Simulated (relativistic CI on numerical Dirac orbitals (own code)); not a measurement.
Computed by Dirac-Coulomb-Breit CI, separate exchange-only KLI orbitals for each configuration, model QED, unscaled Slater integrals (own radial code, finite nucleus).

Configurations in the expansion (outside the closed core [Ar] 3d10): 4s2 4p6 4d6, 4s2 4p5 4d7, 4s2 4p6 4d5 4f, 4s2 4p6 4d5 5s, 4s 4p6 4d7, 4s2 4p6 4d5 5p, 4s2 4p5 4d6 4f, 4s2 4p6 4d4 4f 5s, 4s2 4p6 4d5 5d, 4s2 4p6 4d4 5s 5p, 4s 4p6 4d6 4f, 4s2 4p6 4d5 6s, 4s2 4p6 4d5 5f, 4s2 4p5 4d6 5s, 4s2 4p6 4d5 6p, 4s2 4p6 4d5 7s, 4s2 4p6 4d5 6f, 4s2 4p6 4d5 7p, 4s2 4p6 4d5 7f, 4s 4p6 4d6 5s, 4p6 4d7 5p, 4s2 4p6 4d4 5s2, 4s2 4p6 4d3 4f 5s2, 4s2 4p6 4d3 5s2 5p, 4s2 4p5 4d4 4f 5s2, 4p6 4d8, 4p5 4d9, 4p5 4d8 4f. Double excitations out of closed p, d and f shells are left out; levels of such configurations are missing from the list, as are those of other unlisted configurations, and high levels can miss mixing partners. These lack a partner that the ground configuration has and come out too high: 4s2 4p5 4d6 5s.

At this charge energies of transitions that change n are usually good to better than 1 %, and those within a shell (Δn = 0) to a few per cent. Terms inside the open d or f shell come out 10 to 20 % too wide with unscaled integrals. Levels and lines within the n = 5 or 6 shells can be off by up to 10 % or somewhat more, and those that change n by about 2 %, since core polarisation is missing.

Outline of the computed level scheme of I XII. Lowest level of each configuration: 4s2 4p6 4d6 5D_4 at 0.0000 eV; 4s2 4p6 4d5 5s 7S_3 at 75.4193 eV; 4s2 4p5 4d7 5G°_6 at 79.2470 eV.

Some strong electric-dipole decays among the lowest 45 levels: 4s2 4p5 4d7 5D°_4 → 4s2 4p6 4d6 5D_4 (1.7e+09 s⁻¹); 4s2 4p5 4d7 5D°_3 → 4s2 4p6 4d6 5D_3 (1.3e+09 s⁻¹); 4s2 4p5 4d7 5D°_2 → 4s2 4p6 4d6 5D_3 (1.1e+09 s⁻¹); 4s2 4p5 4d7 5D°_2 → 4s2 4p6 4d6 5D_2 (9.8e+08 s⁻¹); 4s2 4p5 4d7 5F°_5 → 4s2 4p6 4d6 5D_4 (7.9e+08 s⁻¹); 4s2 4p5 4d7 5D°_3 → 4s2 4p6 4d6 5D_4 (7.7e+08 s⁻¹); 4s2 4p5 4d7 3D°_3 → 4s2 4p6 4d6 5D_2 (3.0e+08 s⁻¹); 4s2 4p5 4d7 3D°_3 → 4s2 4p6 4d6 5D_4 (2.1e+08 s⁻¹).

LS names give the leading component of a level, which can be under half, so a name can repeat, a term be missing and a line seem to break the LS rules.
